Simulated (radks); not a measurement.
The numbers below are computed, except where a source is named.
All-electron atom: Li II in [He].

Code: a radial shooting solver on a logarithmic mesh with Libxc functionals. Model: Dirac Kohn-Sham, LDA (Slater exchange, Perdew-Zunger correlation), spin-unpolarised, spherical densities, finite nucleus; Fermi nuclear charge, rms radius 2.444 fm.

Energy parts (hartree):
total: -7.14234
kinetic: 7.05800
electron-nucleus: -15.91483
Hartree: 3.24388
exchange-correlation: -1.52939

Orbitals (lengths in bohr, moments of r in powers of bohr; r(90%) holds 90 % of the orbital's charge):
orbital  occ.  eigenvalue (hartree)  r(90%)     <r>  <1/r>  small-component weight
1s1/2       2              -2.18982    1.06  0.5848  2.652                9.39e-05

The highest occupied level is 1s1/2 at -59.588 eV. Summed over all electrons, <r^2> = 0.9366 bohr^2, which gives a Langevin (diamagnetic) susceptibility term of -0.742 x 10^-6 cm^3/mol. The density falls to 0.001 e/bohr^3 at r = 1.86 bohr.
